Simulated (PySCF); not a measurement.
C3H6O2Si, SMILES C=C1OC(O1)[SiH3]. Geometry: PBE0-D3(BJ)/def2-SVP. This is a generated structure with no PubChem entry under its InChIKey; it may be hypothetical.

The numbers are results of PBE0-D3(BJ)/def2-SVP run with PySCF 2.14.0, not measurements.

Harmonic wavenumbers (cm⁻¹): 96, 145, 204, 299, 392, 525, 621, 645, 655, 737, 792, 824, 898, 898, 931, 938, 1013, 1058, 1128, 1187, 1317, 1347, 1379, 1828, 2247, 2257, 2273, 3052, 3218, 3333. Rotational constants (GHz): 8.110, 1.756, 1.678; symmetry number 1.

Task: Work out the zero-point energy and the ideal-gas rigid-rotor harmonic-oscillator thermochemistry at 298.15 K and 1 atm.

Result: ZPE = ½ Σ hcν = ½ × 36236 cm⁻¹ = 51.80 kcal/mol. H − E(el) = 56.62 kcal/mol. Entropy in cal/(mol K): translation 39.78, rotation 27.00, vibration 14.07, total 80.86. G − E(el) = 32.51 kcal/mol. Cp = 26.36 cal/(mol K). Modes under 150 cm⁻¹ make the vibrational entropy uncertain.
